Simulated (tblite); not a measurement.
Species: C₃H₈O₂Si.
Bonds: C1–Si2, Si2–O3, O3–C4, C4–C5, C4–O6 (double). Hydrogens: H7, H8, H9 on C1; H10, H11 on Si2; H12, H13, H14 on C5.

Computed with GFN2-xTB (tblite), gas phase: Langevin dynamics at 600 K from the optimised GFN2-xTB geometry, time step 0.5 fs, friction 0.01 fs⁻¹, 2000 steps. The instantaneous temperature is 2·E(kin)/(3Nk) with all 3N coordinates.

```tsv
t (fs)	T (K)	E(pot) above start (eV)	C1–Si2 (Å)	Si2–O3 (Å)	O3–C4 (Å)	C4–C5 (Å)	C4=O6 (Å)	C1–H7 (Å)	C1–Si2–O3–C4 (°)
0	465	0.000	1.894	1.670	1.326	1.506	1.201	1.088	-65
50	370	0.544	1.930	1.637	1.384	1.450	1.194	1.133	-88
100	394	0.784	1.906	1.733	1.354	1.466	1.211	1.078	-84
150	362	0.632	1.905	1.694	1.378	1.538	1.241	1.098	-60
200	590	0.555	1.888	1.672	1.326	1.473	1.189	1.038	-19
250	652	1.097	1.896	1.598	1.364	1.585	1.199	1.165	-5
300	613	0.901	1.876	1.644	1.309	1.486	1.183	1.018	33
350	554	1.194	1.889	1.618	1.308	1.520	1.199	1.159	21
400	683	0.877	1.983	1.675	1.301	1.484	1.233	1.041	-6
450	548	0.652	1.998	1.652	1.370	1.564	1.193	1.105	-11
500	491	0.878	1.970	1.716	1.278	1.554	1.216	1.090	21
550	397	1.166	1.963	1.674	1.335	1.599	1.196	1.077	21
600	794	1.000	1.983	1.713	1.305	1.520	1.182	1.117	26
650	543	1.528	1.858	1.749	1.283	1.556	1.236	1.074	46
700	700	0.824	1.820	1.741	1.332	1.506	1.229	1.144	42
750	749	0.846	1.847	1.741	1.379	1.496	1.191	1.076	7
800	730	0.944	1.861	1.617	1.388	1.460	1.174	1.051	16
850	549	1.168	1.920	1.669	1.286	1.517	1.183	1.085	62
900	626	1.096	1.962	1.650	1.316	1.458	1.177	1.062	83
950	521	0.880	1.977	1.737	1.328	1.464	1.265	1.094	92
1000	392	1.160	1.964	1.808	1.363	1.451	1.193	1.105	116
```

Question: From 500 fs on, how do temperature and potential energy compare with equipartition?

Answer: The mean temperature of these 11 frames is 590 K against the target 600 K, and the mean potential energy 1.04 eV against 36 × kT/2 = 0.93 eV for 36 classical harmonic modes. For 14 atoms in a canonical ensemble the temperature itself scatters by T·√(2/(3N)) = 131 K; here its standard deviation is 133 K. The whole run lasts only 10 friction times of 100 fs, so these averages carry a wide statistical error.

Question: What are the kinetic and total energies of the listed frame with the highest potential energy?

Answer: The one at 650 fs, 1.528 eV above the start. Its kinetic energy is 3NkT/2 = 0.982 eV at 543 K, so the sum is 2.51 eV; over the listed frames the sum runs from 0.84 to 2.51 eV, since the thermostat adds and removes energy.

Question: How much do the listed bonds fluctuate from 500 fs on?

Answer: 
| bond | at the start (Å) | mean (Å) | standard deviation (Å) |
| --- | --- | --- | --- |
| C1–Si2 | 1.894 | 1.921 | 0.059 |
| Si2–O3 | 1.670 | 1.710 | 0.051 |
| O3–C4 | 1.326 | 1.327 | 0.036 |
| C4–C5 | 1.506 | 1.507 | 0.046 |
| C4=O6 | 1.201 | 1.204 | 0.028 |
| C1–H7 | 1.088 | 1.089 | 0.025 |

The motion is classical and holds no zero-point motion.

What follows is the cost of the whole dynamics run. Hardware: one thread, Intel Xeon Platinum 8375C at 2.90 GHz (x86_64) (shared host). Cost: 12 s of wall time, 0.18 GiB resident at most.
